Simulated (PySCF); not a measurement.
## Calculated data, B2GeH5O, CH4B2Ge, B2GeH3N, CH8BGeN and others

Calculation on a computer-drawn molecule: the log of a Hartree-Fock and frozen-core CCSD(T) single point meant for a local Hartree-Fock minimum, with one planted fault or none, to be diagnosed. Offsets are logged minus clean, where the clean run is the same molecule without the fault. The reference is restricted for singlets and unrestricted otherwise, and also for a bond in bohr or an excited solution. Adding or removing an electron swaps singlet and doublet. The excited solution moves the top pair (singlet) or top alpha electron (doublet) to the lowest empty orbital. Highest occupied and lowest empty are orbital energies over both spins, largest force is the largest gradient component, triples share is (T) over the correlation energy, the T1 limit is 0.02 restricted and 0.045 unrestricted, electrons count all cores, a negative frequency is imaginary (commonest isotopes), and the dipole is about the centre of nuclear charge; on germanium a core potential holds 10 electrons, which the energies leave out, and 3d is frozen in MP2 and coupled-cluster steps. Program: PySCF 2.14.0.

Common to all runs: meant charge 0; meant basis cc-pVDZ; meant basis and core potential on germanium cc-pVDZ-PP ECP10MDF; logged SCF converged yes; possible faults no fault, one electron removed, one electron added, multiplicity raised by two, geometry at a saddle point, SCF held on an excited solution, minimal basis STO-3G, one bond length entered in bohr, all coordinates scaled.

(1) B2GeH5O

Logged structure:
```xyz
9
B2GeH5O
B     -0.5522    -0.4720     2.3919
B     -0.1128    -0.2941     0.8787
O      0.9340     0.2517     0.4592
Ge     2.2153     0.9742     1.2330
H     -0.2945    -1.3858     2.9778
H     -1.1880     0.2813     2.9144
H     -0.8048    -0.6961     0.0876
H      3.3788     0.2555     0.8504
H      2.2482     2.3245     0.7939
```

* meant multiplicity: 2
* logged electrons: 55
* logged basis functions: 90
* logged spin squared: 0.754
* logged highest occupied: -9.1787 eV
* logged lowest empty: 0.85259 eV
* logged largest force: 0.079006 hartree/bohr
* logged T1 diagnostic: 0.015667
* logged D1 diagnostic: 0.059995
* logged triples share: 0.023754
* logged CC converged: yes
* logged dipole magnitude: 1.6324 debye
* logged SCF stable within its kind: yes
* logged energy HF: -420.45428 hartree
* logged energy CCSD(T): -420.92962 hartree
* planted fault: all coordinates scaled, by -7.4 %
* HF energy offset from clean run: 32.71 kcal/mol
* CCSD(T) energy offset from clean run: 40.08 kcal/mol

Drawn bonds:
| atom | other atom | order |
| --- | --- | --- |
| 1 | 2 | 1 |
| 2 | 3 | 1 |
| 3 | 4 | 1 |
| 1 | 5 | 1 |
| 1 | 6 | 1 |
| 2 | 7 | 1 |
| 4 | 8 | 1 |
| 4 | 9 | 1 |

(2) CH4B2Ge

Logged structure:
```xyz
8
CH4B2Ge
B     -1.2958    -1.0387     0.1197
C     -0.5841    -1.7253    -1.0588
B     -0.7545    -0.8912    -2.1667
Ge    -1.0248     0.3754    -3.8098
H     -1.8510     0.0185    -0.0453
H     -1.3196    -1.5255     1.2186
H     -0.0696    -2.6721    -0.9746
H     -1.8440     1.3982    -2.9329
```

* meant multiplicity: 1
* logged electrons: 52
* logged basis functions: 85
* logged spin squared: 0
* logged highest occupied: -4.8902 eV
* logged lowest empty: -4.8153 eV
* logged largest force: 0.22332 hartree/bohr
* logged CC converged: no
* logged dipole magnitude: 7.8828 debye
* logged SCF stable within its kind: no
* logged energy HF: -382.50292 hartree
* planted fault: SCF held on an excited solution
* HF energy offset from clean run: 223.4 kcal/mol

Drawn bonds:
| atom | other atom | order |
| --- | --- | --- |
| 1 | 2 | 1 |
| 2 | 3 | 2 |
| 3 | 4 | 1 |
| 1 | 5 | 1 |
| 1 | 6 | 1 |
| 2 | 7 | 1 |
| 4 | 8 | 1 |

Notes: CCSD not converged.

(3) B2GeH3N

Logged structure:
```xyz
7
B2GeH3N
B     -1.7259     0.2132     2.6771
N     -1.3332    -0.1037     1.3679
B     -0.9956    -0.3773     0.1954
Ge    -0.3182    -0.9154    -1.7289
H     -2.5046    -0.4944     3.2595
H     -1.2832     1.1916     3.2184
H     -1.4755    -0.0955    -2.4221
```

- meant multiplicity: 1
- logged electrons: 52
- logged basis functions: 80
- logged spin squared: 2.0095
- logged highest occupied: -8.5697 eV
- logged lowest empty: -1.0602 eV
- logged largest force: 0.036551 hartree/bohr
- logged T1 diagnostic: 0.018957
- logged D1 diagnostic: 0.056586
- logged triples share: 0.037819
- logged CC converged: yes
- logged dipole magnitude: 2.9858 debye
- logged SCF stable within its kind: yes
- logged energy HF: -398.91513 hartree
- logged energy CCSD(T): -399.34473 hartree
- planted fault: multiplicity raised by two
- HF energy offset from clean run: 21.01 kcal/mol
- CCSD(T) energy offset from clean run: 32.66 kcal/mol

Drawn bonds:
| atom | other atom | order |
| --- | --- | --- |
| 1 | 2 | 1 |
| 2 | 3 | 2 |
| 3 | 4 | 1 |
| 1 | 5 | 1 |
| 1 | 6 | 1 |
| 4 | 7 | 1 |

(4) CH8BGeN

Logged structure:
```xyz
12
CH8BGeN
B     -3.1322    -1.2384    -0.4829
N     -1.7637    -1.1370    -0.6918
C     -1.0556    -0.0766    -1.3869
Ge     0.1259     0.9666    -0.1887
H     -3.5589    -2.1826     0.1258
H     -3.8641    -0.3861    -0.9112
H     -1.1678    -1.8536    -0.3276
H     -1.7864     0.6012    -1.8268
H     -0.4617    -0.4826    -2.2107
H      1.0911     0.0106     0.5277
H     -0.7136     1.7011     0.8613
H      0.9422     1.9842    -0.9969
```

* meant multiplicity: 1
* logged electrons: 58
* logged basis functions: 105
* logged spin squared: 0
* logged highest occupied: -10.153 eV
* logged lowest empty: 3.8319 eV
* logged largest force: 2.239e-05 hartree/bohr
* logged lowest frequency: 83.775 cm⁻¹
* logged T1 diagnostic: 0.013251
* logged D1 diagnostic: 0.05184
* logged triples share: 0.027743
* logged CC converged: yes
* logged dipole magnitude: 1.5429 debye
* logged SCF stable within its kind: yes
* logged energy HF: -415.05364 hartree
* logged energy CCSD(T): -415.63278 hartree
* planted fault: no fault
* HF energy offset from clean run: 0 kcal/mol
* CCSD(T) energy offset from clean run: 0 kcal/mol

Drawn bonds:
| atom | other atom | order |
| --- | --- | --- |
| 1 | 2 | 1 |
| 2 | 3 | 1 |
| 3 | 4 | 1 |
| 1 | 5 | 1 |
| 1 | 6 | 1 |
| 2 | 7 | 1 |
| 3 | 8 | 1 |
| 3 | 9 | 1 |
| 4 | 10 | 1 |
| 4 | 11 | 1 |
| 4 | 12 | 1 |

(5) CH6BGeN

Logged structure:
```xyz
10
CH6BGeN
B     -2.3442     0.9782    -1.1095
N     -1.4825     0.0997    -0.3440
C     -1.5605    -0.1594     1.0664
Ge    -0.3574    -1.0543     2.1524
H     -3.2427     1.6040    -0.5285
H     -2.1564     1.0737    -2.3311
H     -0.7408    -0.4206    -0.8432
H     -2.4025     0.3822     1.5696
H     -0.7763    -1.3336     3.6329
H      0.7725    -1.9540     1.5380
```

- meant multiplicity: 1
- logged electrons: 56
- logged basis functions: 95
- logged spin squared: 0
- logged highest occupied: -7.1836 eV
- logged lowest empty: 1.7768 eV
- logged largest force: 0.02181 hartree/bohr
- logged T1 diagnostic: 0.018215
- logged D1 diagnostic: 0.064477
- logged triples share: 0.037402
- logged CC converged: yes
- logged dipole magnitude: 0.95684 debye
- logged SCF stable within its kind: yes
- logged energy HF: -413.82024 hartree
- logged energy CCSD(T): -414.38846 hartree
- planted fault: all coordinates scaled, by +3.4 %
- HF energy offset from clean run: 6.914 kcal/mol
- CCSD(T) energy offset from clean run: 1.184 kcal/mol

Drawn bonds:
| atom | other atom | order |
| --- | --- | --- |
| 1 | 2 | 1 |
| 2 | 3 | 1 |
| 3 | 4 | 2 |
| 1 | 5 | 1 |
| 1 | 6 | 1 |
| 2 | 7 | 1 |
| 3 | 8 | 1 |
| 4 | 9 | 1 |
| 4 | 10 | 1 |
